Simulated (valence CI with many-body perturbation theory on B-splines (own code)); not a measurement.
Pt LXV: fill in the table

Method: configuration interaction combined with many-body perturbation theory (CI+MBPT): four valence electrons over a frozen Dirac-Fock core [Ne], radial functions for each j: 11 s, 11 p, 9 d, 7 f, 5 g, 2 h, 1 i, with the one-electron correlation potential Σ1, the two-electron term Σ2, the three-electron term Σ3, Breit, model QED; selected CI, second order for the rest (own B-spline code, finite nucleus).

No measured spectrum was set against this ion. As an estimate, large intervals hold to a few tenths of a per cent, small ones and those within an open d or f shell to about a per cent.

```tsv
Level	E (eV)
(3s^2 3p1/2^2) J=0	0.00
(3s^2 3p1/2 3p3/2) J=1	450.46
(3s^2 3p1/2 3p3/2) J=2	?
(3s 3p1/2^2 3p3/2) J=2	634.55
(3s 3p1/2^2 3p3/2) J=1	663.41
(3s^2 3p1/2 3d3/2) J=2	?
(3s^2 3p1/2 3d3/2) J=1	?
(3s^2 3p1/2 3d5/2) J=2	810.72
(3s^2 3p1/2 3d5/2) J=3	?
(3s 3p1/2^2 3d3/2) J=1	874.49
(3s 3p1/2^2 3d3/2) J=2	882.40
(3s^2 3p3/2^2) J=2	?
(3s^2 3p3/2^2) J=0	?
(3s 3p1/2^2 3d5/2) J=3	994.19
(3s 3p1/2^2 3d5/2) J=2	1009.13
(3s 3p1/2 3p3/2^2) J=2 [a]	1074.83
(3s 3p1/2 3p3/2^2) J=3	1095.01
(3s 3p1/2 3p3/2^2) J=0	1106.88
(3s 3p1/2 3p3/2^2) J=2 [b]	1122.38
(3s 3p1/2 3p3/2^2) J=1 [a]	1123.12
```

Levels are named by their leading jj configuration (3d3/2^4 stands for four electrons in 3d with j = 3/2), which in mixed levels can hold well under half, so a name can repeat and another be missing. Letters in brackets count levels of one name in rising energy.

Problem. The levels stand in rising order. What does the calculation give for the missing energies?

Solution. (3s^2 3p1/2 3p3/2) J=2 460.30; (3s^2 3p1/2 3d3/2) J=2 685.79; (3s^2 3p1/2 3d3/2) J=1 733.74; (3s^2 3p1/2 3d5/2) J=3 812.19; (3s^2 3p3/2^2) J=2 918.53; (3s^2 3p3/2^2) J=0 940.20.
